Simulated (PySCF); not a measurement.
Isomers of C6H15P, mass 118.091 u with the commonest isotopes. Computed with PBE0/pcSseg-1 in PySCF (dipole) on a GFN2-xTB geometry, gas phase. One conformer each, none proved a minimum here; rigid rotors.

Problem. Order these by out-of-plane moment Σ m c² = (Ia + Ib − Ic)/2, smallest first.
A. `[CH3:1][CH2:2][C:3]([CH3:4])([CH3:5])[PH:6][CH3:7]` with C1–C2–C3–C4 63°, C2–C3–P6–C7 -65°
B. `[CH3:1][CH2:2][P:3]([CH2:4][CH3:5])[CH2:6][CH3:7]` with C1–C2–P3–C4 178°, C2–P3–C4–C5 79°, C2–P3–C6–C7 178°
C. `[CH3:1][CH2:2][CH2:3][CH2:4][PH:5][CH2:6][CH3:7]` with C1–C2–C3–C4 180°, C2–C3–C4–P5 -176°, C3–C4–P5–C6 -79°, C4–P5–C6–C7 -164°

Solution. C (24.02 u·Å²), B (25.60 u·Å²), A (80.96 u·Å²).

Problem. Order these by rotational constant B, largest first.
A. `[CH3:1][CH2:2][C:3]([CH3:4])([CH3:5])[PH:6][CH3:7]` with C1–C2–C3–C4 63°, C2–C3–P6–C7 -65°
B. `[CH3:1][CH2:2][CH2:3][CH2:4][PH:5][CH2:6][CH3:7]` with C1–C2–C3–C4 180°, C2–C3–C4–P5 -176°, C3–C4–P5–C6 -79°, C4–P5–C6–C7 -164°
C. `[CH3:1][CH2:2][P:3]([CH2:4][CH3:5])[CH2:6][CH3:7]` with C1–C2–P3–C4 178°, C2–P3–C4–C5 79°, C2–P3–C6–C7 178°

Solution. C (1868 MHz), A (1770 MHz), B (747.9 MHz).

Problem. Order these by rotational constant C, smallest first.
A. `[CH3:1][CH2:2][P:3]([CH2:4][CH3:5])[CH2:6][CH3:7]` with C1–C2–P3–C4 178°, C2–P3–C4–C5 79°, C2–P3–C6–C7 178°
B. `[CH3:1][CH2:2][C:3]([CH3:4])([CH3:5])[PH:6][CH3:7]` with C1–C2–C3–C4 63°, C2–C3–P6–C7 -65°
C. `[CH3:1][CH2:2][CH2:3][CH2:4][PH:5][CH2:6][CH3:7]` with C1–C2–C3–C4 180°, C2–C3–C4–P5 -176°, C3–C4–P5–C6 -79°, C4–P5–C6–C7 -164°

Solution. C (694.0 MHz), A (1032 MHz), B (1476 MHz).

```csv
SMILES,point group,Ia (u·Å²),Ib (u·Å²),Ic (u·Å²),κ,μa (D),μb (D),μc (D)
CCP(CC)CC,C3,270.52,270.56,489.87,1.00,0.00,0.00,1.23
CCC(C)(C)PC,C1,218.78,285.49,342.35,-0.29,0.23,0.44,1.18
CCCCPCC,C1,100.56,675.72,728.23,-0.98,0.41,0.68,1.10
```
